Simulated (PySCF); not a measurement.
CH5F3Si2, SMILES F[SiH2]C[SiH](F)F. Atoms are numbered in the order given.

```xyz
11

Si     1.7717    -0.6886    -0.1958
F      2.0746     0.5259     0.8728
C      0.2073    -0.2248    -1.1320
Si    -1.1007     0.5301    -0.0392
F     -2.5739     0.3031    -0.7042
F     -1.1080    -0.2756     1.3818
H      1.5818    -1.9622     0.5690
H      2.9516    -0.7883    -1.1176
H     -0.2142    -1.1385    -1.6059
H      0.4480     0.4903    -1.9475
H     -0.9394     1.9863     0.2300
```
Charge 0, spin multiplicity 1.

The structure is a stationary point at PBE-D3(BJ)/def2-SVP. The structure was generated by enumeration, and PubChem lists no compound with its InChIKey, so it may never have been made. Other conformers were not sampled.

All values below come from PySCF with SMD-M06-2X/6-31G*.

Solvation free energies are E(SMD) − E(gas) at the gas-phase geometry, for 1 M in both phases. In vacuum the dipole moment is 2.59 D.

| solvent | ΔG(solv) (kcal/mol) | its non-electrostatic (CDS) part | dipole (D) |
|---|---|---|---|
| water | -0.7 | 4.5 | 3.26 |
| dimethylsulfoxide | -3.3 | 1.8 | 3.25 |
| N,N-dimethylformamide | -3.9 | 1.2 | 3.24 |
